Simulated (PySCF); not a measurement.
Delta-SCF ions had no search for a lower state. Excitations are Tamm–Dancoff values on a coarser integration grid. The basis has no diffuse functions, so Rydberg states are missing or too high.

## CH₆OSi₂, SMILES `OC1[SiH2][SiH2]1` (H–O–C–Si torsion 63°) (charge 0, multiplicity 1)

Level of theory: PySCF with TPSSh-D3(BJ)/def2-TZVP // B3LYP-D3(BJ)/def2-TZVP.

The HOMO comes out as -6.01 eV and the dipole moment is 0.280 e·Å. The HOMO–LUMO gap is 5.37 eV, the LUMO is -0.64 eV and the S1 excitation (TDA) is 4.97 eV. The S1 oscillator strength comes out as 0.012 and the brightest of the four lowest singlets (TDA) comes out as 5.28 eV. The T1 excitation (TDA) is 4.19 eV. The S1–T1 gap (TDA) is 0.79 eV and the vertical ionisation energy (Delta-SCF) comes out as 8.43 eV. The total energy comes out as -695.9741 Ha. The cost is around 5 core-minutes (rough).

```xyz
10

O     -0.7751     1.5826    -0.7651
C     -0.3203     0.6634     0.2152
Si    -0.4884    -1.2475     0.0785
Si     1.4404    -0.0554     0.0860
H     -1.7334     1.5069    -0.8348
H     -0.5143     0.9893     1.2443
H     -1.1147    -1.9643     1.2104
H     -0.9383    -1.7411    -1.2400
H      2.3492     0.1555     1.2317
H      2.0948     0.1105    -1.2264
```
